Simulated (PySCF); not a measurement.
**J couplings in C3H9BO3**

Bonds (- single, = double, # triple, : aromatic): C1-O2, O2-B3, B3-O4, O4-C5, B3-O6, O6-C7. C1 carries H8, H9, H10; C5 carries H11, H12, H13; C7 carries H14, H15, H16.

Couplings: B3LYP/pcJ-1 (spin–dipole term only in couplings to heteroatoms) in PySCF 2.14, geometry PBE0-D3(BJ)/def2-SVP; gas phase, one conformer, non-relativistic. Couplings are averaged over pairs made equivalent by symmetry, fast rotation or ring inversion, so a value needn't be that of the named pair in this geometry, while other rotamers aren't included; one pair stands for each set, and the list holds those of at least 1.5 Hz over up to four bonds, among pairs with at least one C or B or H atom (others weren't computed).

Isotopes: 13C, 1H, 17O, 11B. Couplings to quadrupolar nuclei such as 17O and 33S are rarely resolved in practice.

```csv
pair,bonds,J (Hz)
"C1, O2",1,17.0
"C1, H8",1,148.0
"O2, B3",1,?
"O2, H8",2,-5.5
"H8, H9",2,-11.6
"C1, O4",3,?
"B3, H8",3,2.8
```

Estimate the withheld couplings, with signs.

## Answers


- 1J(O2,B3) = -20.6 Hz (bond length 1.360 Å)
- 3J(C1,O4) = -1.8 Hz (mean over equivalent pairs that range from -3.8 to 0.2 Hz in this conformer)
